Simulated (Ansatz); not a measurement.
Ansatz (a first-principles code) input (B3LYP/6-31G* with LANL2DZ past Ar): The .json file joins the Basis Set Exchange's 6-31G* for atoms up to Ar and LANL2DZ past it.

Ansatz 0.2 input:
```yaml
crystal:
  periodic: [false, false, false]
  atoms:
    - {symbol: In, position_ang: [-0.00000000, -0.00000000, -0.68015786]}
    - {symbol: Cl, position_ang: [0.00000000, 0.00000000, 1.96045500]}
basis:
  gaussian:
    orbitals: 6-31Gs+LANL2DZ.json
hamiltonian:
  xc: {name: B3LYP}
total_charge: -1
magnetization: {spin_polarized: true, initial_magnetization: 1}
phonons: {temperatures: {t_min: 298.15, t_max: 298.15, t_step: 100}}
```

Which harmonic wavenumbers does it give?

195 cm⁻¹ (unscaled; negative means imaginary).
